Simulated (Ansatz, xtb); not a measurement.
**Isomers of CH5F2NSi in order of energy**

3 gas-phase structures of CH5F2NSi, found in a search over its isomers (lower ones may exist). Each was relaxed with GFN2-xTB; where two conformers were screened, the lower at r2SCAN-D4/def2-SVP//GFN2-xTB is listed:

A. `CN[SiH](F)F`, a singlet
B. `NC[SiH](F)F`, a singlet
C. `C[Si](N)(F)F`, a singlet

Q: Make a reasoned guess at their ranking by r2SCAN-D4/def2-SVP//GFN2-xTB single-point energy.

A: Calculated order at r2SCAN-D4/def2-SVP//GFN2-xTB: C (0.0), A (22.1), B (40.4) kcal/mol.

Energies above the lowest of each column, in kcal/mol; the last columns are at r2SCAN-D4/def2-SVP geometries:

```csv
structure,GFN2-xTB,HF/STO-3G,r2SCAN-D4/def2-SVP//GFN2-xTB,r2SCAN-D4/def2-SVP,CCSD(T)/def2-SVP + ΔMP2/def2-TZVPP
C,8.9,0.0,0.0,0.0,0.0
A,0.0,17.9,22.1,21.5,22.3
B,27.9,33.9,40.4,39.5,41.9
```

CCSD(T)/def2-SVP + ΔMP2/def2-TZVPP puts C lowest; GFN2-xTB picks A. Flexible structures stand in one conformer each, not always the lowest. The ΔMP2 step shifts differences by up to 4.0 kcal/mol, which makes them less sure. ΔMP2 is the change of the MP2 energy from the smaller to the larger basis.

Programs: Ansatz 0.2.0, xtb 6.7.1.
